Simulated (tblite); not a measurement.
Compound: C₄H₁₇NSi₃.
Numbering: `[CH3:1][CH2:2][CH2:3][CH2:4][SiH2:5][N:6]([SiH3:7])[SiH3:8]` (hydrogens: H9, H10, H11 on C1; H12, H13 on C2; H14, H15 on C3; H16, H17 on C4; H18, H19 on Si5; H20, H21, H22 on Si7; H23, H24, H25 on Si8)

The geometry is computed with GFN2-xTB (gas phase).

(1) List the bond lengths, angles and torsions at this level.

## Answers

(1) 
| bond | length (pm) | order |
| --- | --- | --- |
| C1–C2 | 152.4 | single |
| C2–C3 | 152.8 | single |
| C3–C4 | 152.6 | single |
| C4–Si5 | 189.7 | single |
| Si5–N6 | 174.8 | single |
| N6–Si7, N6–Si8 | 174.5 | single |
| C1–H9, C1–H10, C1–H11 | 108.8 | single |
| C2–H12, C2–H13 | 109.3 | single |
| C3–H14, C3–H15 | 109.3 | single |
| C4–H16, C4–H17 | 109.1 | single |
| Si5–H18, Si5–H19 | 146.9 | single |
| Si7–H20 and 5 like bonds | 146.3 | single |

Bonds in one row agree within 1 pm and their mean is given. Orders are formal, as drawn. A selection of angles:
| angle | degrees |
| --- | --- |
| C2–C1–H9 | 110.6 |
| C2–C1–H10 | 110.5 |
| H9–C1–H10 | 108.4 |
| C1–C2–C3 | 112.0 |
| C1–C2–H12 | 109.4 |
| C3–C2–H12 | 109.3 |
| H12–C2–H13 | 107.6 |
| C2–C3–C4 | 112.3 |
| C2–C3–H14 | 109.2 |
| C4–C3–H14 | 109.3 |
| H14–C3–H15 | 107.4 |
| C3–C4–Si5 | 113.1 |
| C3–C4–H16 | 109.1 |
| Si5–C4–H16 | 108.9 |
| H16–C4–H17 | 106.2 |
| C4–Si5–N6 | 111.4 |
| C4–Si5–H18 | 109.6 |
| N6–Si5–H18 | 107.0 |
| N6–Si5–H19 | 109.7 |
| H18–Si5–H19 | 109.7 |
| Si5–N6–Si7 | 118.3 |
| Si5–N6–Si8 | 119.0 |
| Si7–N6–Si8 | 120.8 |
| N6–Si7–H20 | 107.9 |
| N6–Si7–H22 | 110.1 |
| H20–Si7–H21 | 110.6 |
| H20–Si7–H22 | 110.1 |

Dihedral angles: C1–C2–C3–C4 180° (antiperiplanar); C2–C3–C4–Si5 177° (antiperiplanar); C3–C4–Si5–N6 -57° (synclinal); C4–Si5–N6–Si7 146° (anticlinal). The mirror-image conformer, all signs reversed, is as good.

All 3 N–Si bonds measure 1.745 to 1.748 Å. Si7 (SiH3 silicon) is tetrahedral (angles from 107.6° to 110.6°). N6 (nitrogen bridging silicon atoms) is almost planar (angles 120.8°, 119.0° and 118.3°, sum 358.1°, 0.14 Å off the plane of its three neighbours). Si5 (SiH2 silicon) is tetrahedral (angles from 107.0° to 111.4°). Of the pairs four or more bonds apart, Si8···H17 is among the closest relative to their van der Waals radii: 3.29 Å, 100 % of the sum of Bondi's values.

Point group: C1 (no symmetry element, even within 0.4 Å). GFN2-xTB frequencies show an imaginary mode (57i cm⁻¹), so the point is no minimum at that level.
